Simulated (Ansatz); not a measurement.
Geometry optimisation, RKS B3LYP-D4/def2-SVP (Ansatz 0.2.0).

input.yaml

```yaml
crystal:
  periodic: [false, false, false]
  atoms:
    - { symbol: Ge, position_ang: [-0.433232, 0.136952, -0.453521] }
    - { symbol: Ge, position_ang: [-0.220789, -0.230945, 3.131927] }
    - { symbol: H, position_ang: [-0.655619, -0.96777, 4.418062] }
    - { symbol: H, position_ang: [0.981544, -0.980263, 2.526423] }
    - { symbol: H, position_ang: [0.168991, 1.212875, 3.484309] }
    - { symbol: F, position_ang: [0.610815, 1.110026, 0.55136] }
    - { symbol: H, position_ang: [-0.131313, 0.546077, -1.900246] }
    - { symbol: H, position_ang: [-0.222615, -1.331036, -0.079017] }
    - { symbol: Cl, position_ang: [-2.497766, 0.736694, 0.012405] }
    - { symbol: H, position_ang: [-1.404616, -0.232611, 2.136798] }
basis:
  gaussian: { orbitals: def2-SVP }
hamiltonian:
  xc: b3lyp
  dispersion: d4
relax:
  f_tol: 0.03
  max_steps: 50
output:
  orbitals: {}
```

Run as:

```bash
$ ansatz run input.yaml --threads 4 --pin off --max-ram 5120MiB --backend cpu --events-out ev --progress --plain --runs-dir out
```

**Question.** Where does it end, and by what steps?

**Answer.** The run converged. After 7 steps the energy has fallen by 0.140 eV; Cl9 moved furthest, 0.44 Å.

```
step  energy less start (eV)  largest force component (eV/Å)  accepted
   0                  0.0000                           0.585       yes
   1                 -0.1086                           0.202       yes
   2                 -0.1276                           0.268       yes
   3                 -0.1348                           0.142       yes
   4                 -0.1344                           0.268        no
   5                 -0.1392                           0.095       yes
   6                 -0.1398                           0.039       yes
   7                 -0.1401                           0.008       yes
```

```xyz
10
Properties=species:S:1:pos:R:3
Ge -0.482 0.164 -0.717
Ge -0.178 -0.243 3.391
H -0.483 -0.925 4.741
H 0.949 -1.020 2.687
H 0.253 1.211 3.640
F 0.440 0.980 0.523
H 0.008 0.721 -2.058
H -0.321 -1.340 -0.477
Cl -2.544 0.727 -0.423
H -1.448 -0.276 2.522
```

Whether the end is a true minimum wasn't checked by a vibrational analysis.

The run took 24 s on 4 threads of Arm Neoverse V1, on a shared host, peak memory 0.37 GiB.
